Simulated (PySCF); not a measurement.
## Working out the excitation energy of Sr

Sr [Kr] 5s2 (1S) → Sr [Kr] 5s1 5p1 (3P). Calculation: PySCF 2.14, in def2-TZVPPD with the def2 core potential (28 electrons); a scalar-relativistic core potential. Frozen: nothing. Energies in hartree (1 hartree = 27.21139 eV):

```
             part  Sr (lower)  Sr (upper)
              UHF  -30.347123  -30.310918
MP2 opposite-spin   -0.153191   -0.129561
    MP2 same-spin   -0.054307   -0.049945
```

Task: What does Hartree-Fock give?

Result: (-30.310918) − (-30.347123) = 0.036205 hartree = 0.985 eV.

Task: What do MP2 and SCS-MP2 (6/5 opposite-spin, 1/3 same-spin) give?

Result: The opposite-spin parts differ by 0.643 eV and the same-spin parts by 0.119 eV. MP2: 0.985 + (0.643) + (0.119) = 1.747 eV. SCS-MP2: 0.985 + 1.2 × (0.643) + (0.119)/3 = 1.796 eV.

Measured between the centres of the two terms (NIST): 1.823 eV, so MP2 (valence and next inner shell) is off by -0.076 eV.

What remains against the reference includes basis incompleteness and correlation beyond second order.
